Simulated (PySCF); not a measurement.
System: sum formula H₂SiO₂F, net charge 0, doublet state. It need not be the lowest isomer of its formula. SMILES: O[Si](O)F
Geometry from a B3LYP-D3(BJ)/def2-TZVP (Ansatz) optimisation:
```
Si
F 1 1.6015
O 1 1.6364 2 105.43
H 3 0.9619 1 117.75 2 -163.90
O 1 1.6456 2 111.16 3 -116.55
H 5 0.9617 1 118.47 2 -70.18
```
Charge 0, spin multiplicity 2.

Dispersion corrections to the total energy (kcal/mol) from the dftd3 and dftd4 libraries through PySCF: D3(BJ) without and D4 with the three-body term, each with the damping fitted for the functional named.

```tsv
functional	D3(BJ)	D4
B2GP-PLYP	-1.52	-0.91
LC-wPBE	-1.93	-2.50
revPBE	-5.24	-7.34
PBE	-2.04	(withheld)
HSE06	-1.32	-1.71
BHLYP	-2.98	(withheld)
TPSSh	-2.36	(withheld)
```

Problem. Complete the blanks.

Solution. 
- PBE, D4: -2.24
- BHLYP, D4: -2.70
- TPSSh, D4: -2.73
